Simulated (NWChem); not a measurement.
# C₃H₁₀N cation; SMILES [NH3+]C(C)C

```xyz
14

C     -0.7049    -1.3055    -0.1082
C     -0.0878    -0.0027     0.3856
C     -0.7834     1.2600    -0.1081
N      1.3852     0.0425    -0.0867
H     -0.7601    -1.3380    -1.2027
H     -0.1591    -2.1855     0.2500
H     -1.7267    -1.3778     0.2749
H     -0.0110    -0.0005     1.4772
H     -0.2926     2.1717     0.2503
H     -1.8078     1.2697     0.2751
H     -0.8405     1.2892    -1.2025
H      1.4371     0.0448    -1.1137
H      1.9145    -0.7728     0.2469
H      1.8638     0.8882     0.2480
```
Atoms are numbered in this order, from 1.

Level: B3LYP/6-31G* (spherical d) (NWChem), optimised geometry, unscaled harmonic frequencies. B3LYP is NWChem's, with the RPA form of VWN correlation.

Q: List the harmonic frequencies with IR intensities, and the thermochemistry.

A: 
| frequency (cm⁻¹) | IR intensity (km/mol) |
|---|---|
| 216 | 0.1 |
| 242 | 0.2 |
| 262 | 1.4 |
| 363 | 3.8 |
| 371 | 6.4 |
| 441 | 4.5 |
| 742 | 6.3 |
| 895 | 5.9 |
| 947 | 10.8 |
| 960 | 0.5 |
| 960 | 13.6 |
| 980 | 4.7 |
| 1162 | 23.3 |
| 1224 | 18.8 |
| 1238 | 5.2 |
| 1394 | 5.5 |
| 1407 | 22.4 |
| 1446 | 20.0 |
| 1460 | 32.6 |
| 1502 | 0.2 |
| 1517 | 3.7 |
| 1528 | 8.6 |
| 1529 | 35.7 |
| 1536 | 124.4 |
| 1696 | 62.2 |
| 1697 | 41.6 |
| 3059 | 4.1 |
| 3062 | 3.7 |
| 3108 | 0.2 |
| 3129 | 5.2 |
| 3136 | 12.9 |
| 3150 | 2.4 |
| 3155 | 1.3 |
| 3384 | 38.5 |
| 3475 | 80.3 |
| 3483 | 80.9 |

| Quantity | Result |
|---|---|
| zero-point energy | 85.5 kcal/mol |
| thermal correction to the enthalpy at 298.15 K (with zero-point energy) | 89.7 kcal/mol |
| heat capacity Cv | 20.1 cal/(mol K) |
| entropy at 298.15 K and 1 atm (symmetry number 1) | 72.3 cal/(mol K) |

Rigid rotor and harmonic oscillator.
